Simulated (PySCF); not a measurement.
SMILES OB(C[SeH])O, singlet at its PBE0/def2-SVP optimised geometry (Å):

```
10

O      1.3912     0.5052     0.0000
B      0.0345     0.5052     0.0000
O     -0.6395     1.6845     0.0000
C     -0.8168    -0.8355     0.0243
Se     0.2105    -2.4348    -0.4529
H      1.7255    -0.4058    -0.0217
H     -0.0342     2.4348     0.0067
H     -1.1577    -1.0280     1.0555
H     -1.7255    -0.7759    -0.5909
H      0.3806    -2.0749    -1.8700
```

Method: PBE0/def2-TZVP in PySCF 2.14.0.

Map of the Laplacian of the electron density (e/bohr⁵) on the plane z = 1.2 Å:

```
|99999999999999999999999999999|
|99999999999999999999999999999|
|99999999999999999999999999999|
|99999999999999999999999999999|
|99999999999999999999999999999|
|99999999999999999999999999999|
|99999999999999999999999999999|
|99999999999999999999999999999|
|99999999999999999999999999999|
|99999999999999999999999999999|
|99999999999999999999999999999|
|99999999999999999999999999999|
|99999999999999999999999999999|
|99999999999999999999999999999|
|99999999999999999999999999999|
|99999999999999999999999999999|
|99999999999999999999999999999|
|99999999990399999999999999999|
|99999999998999999999999999999|
|99999999999999999999999999999|
|99999999999999999999999999999|
|99999999999999999999999999999|
|99999999999999999999999999999|
|99999999999999999999999999999|
|99999999999999999999999999999|
|99999999999999999999999999999|
|99999999999999999999999999999|
|99999999999999999999999999999|
|99999999999999999999999999999|
```
Scale: ten equal steps from -0.982 (start of '0') to 0.102 (end of '9'), in the order '0123456789'; x runs from -4.50 to 4.50, y from -4.50 (bottom) to 4.50 (top).
